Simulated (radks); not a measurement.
These are the eigenvalues of the occupied orbitals of an atom or ion with whole-number occupations (eV). All-electron calculation, scalar-relativistic Kohn-Sham, r2SCAN, spin-unpolarised, spherical densities, finite nucleus; meta-GGA in the generalised Kohn-Sham scheme; Fermi nuclear charge, rms radius of each element as measured or else 0.836 A^(1/3) + 0.57 fm. Program: a radial shooting solver on a logarithmic mesh with Libxc functionals.

orbital  eigenvalue
1s        -80865.35
2s        -14314.33
2p        -12377.29
3s        -3406.161
3p        -2841.793
3d        -2237.156
4s        -762.7561
4p        -576.8949
4d        -352.4253
5s        -132.1728
4f        -103.7173
5p         -82.9444
5d         -27.5275

Which element is it, and in what charge state? The configuration may be excited.

Answer. Z = 79, gold, charge +2: Au2+ in [Xe] 4f14 5d9. The list shows which subshells hold electrons but not how many an open one holds; the 1s level, -2971.7 hartree, gives Z - s = 77.1 by -(Z - s)^2/2, which with screening and relativity narrows Z to a few neighbours, and the depths of the outer levels then fix element, charge and occupations together.
